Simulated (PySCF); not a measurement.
A structure optimised at TPSSh-D3(BJ)/def2-SVP, used in a PySCF frequency run:

```xyz
12

Si     2.4418    -0.6457     0.4183
Si     0.5458    -0.7320    -0.9710
Al    -1.2794     0.4889     0.0538
O     -1.3845     2.1651    -0.2545
O     -2.3362    -0.3727     1.0817
H      3.6004    -1.3832    -0.1615
H      2.1220    -1.2404     1.7483
H      2.8461     0.7735     0.6347
H      0.9159    -0.1483    -2.2950
H      0.1913    -2.1672    -1.1834
H     -2.0188     2.8049     0.0866
H     -3.0853    -0.0453     1.5914
```

**Question.** Write its SMILES and formula.

**Answer.** [OH][Al]([OH])[SiH2][SiH3], AlH7O2Si2

**Question.** What are its rotational constants (standard atomic weights)?

**Answer.** 3.5348, 1.0431, 0.98881 GHz
